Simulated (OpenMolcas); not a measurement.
**Fe: thermal populations, worked from levels**

```yaml
Program: OpenMolcas 26.06
Basis: ANO-RCC-VDZP [5s4p2d1f]
Scalar_Hamiltonian: DKH2, point nucleus
Active_space: 8 electrons in 6 orbitals (3d 4s)
State_averaging: 2S+1 = 5 even, 15 roots; 2S+1 = 3 even, 73 roots; 2S+1 = 1 even, 22 roots
Spin-orbit_coupling: state interaction with AMFI integrals over the reference wave functions, term energies averaged over their components
```

Methods: CASSCF; MS-CASPT2, IPEA 0.25 Eh, imaginary shift 0.1 Eh (closed shells correlated: 3s 3p). Measured levels: NIST Handbook of Basic Atomic Spectroscopic Data.

**Thermal populations.** Z = Σ (2J + 1) exp(-E/kT) with k = 0.695035 cm-1/K, over the levels below. No other level of either list lies under 6880 cm-1, which is above 7 kT at each temperature.

```json
{"Level": "3d6 4s2 5D4", "2J + 1": "9", "MS-CASPT2": "0.0", "measured": "0.0"}
{"Level": "3d6 4s2 5D3", "2J + 1": "7", "MS-CASPT2": "387", "measured": "416"}
{"Level": "3d6 4s2 5D2", "2J + 1": "5", "MS-CASPT2": "664", "measured": "704"}
{"Level": "3d6 4s2 5D1", "2J + 1": "3", "MS-CASPT2": "843", "measured": "888"}
{"Level": "3d6 4s2 5D0", "2J + 1": "1", "MS-CASPT2": "931", "measured": "978"}
```

```csv
T (K),"Z, MS-CASPT2","Z, measured levels","Ground level (%), MS-CASPT2","Ground level (%), measured levels"
300,10.365,10.174,86.8,88.5
1000,16.089,15.744,55.9,57.2
```

At 1000 K, kT = 695 cm-1, and the computed levels give Z = 9.000 + 4.011 + 1.923 + 0.892 + 0.262 = 16.089.

CASPT2 does not keep the components of a term degenerate, so their means are used; among the terms shown or strongly mixed into the levels shown the widest spread is 14 cm-1 (3d6 4s2 5D, MS-CASPT2). Without dynamic correlation excited terms often stand tens of per cent too high (terms of higher spin than the ground term too low), and those without a measured partner can miss by more than the paired ones (holds for CASSCF). Blocks of more than 70 roots (2S+1 = 3 even) ran without multistate coupling (holds for MS-CASPT2). Measured partners are found by configuration, term and J. A level has none where our copy of the source lacks it or the pairing is in doubt (some pairs that miss far off the trend of their configuration count as doubtful), and it then counts in no deviation. Levels of configurations outside the active space are missing.
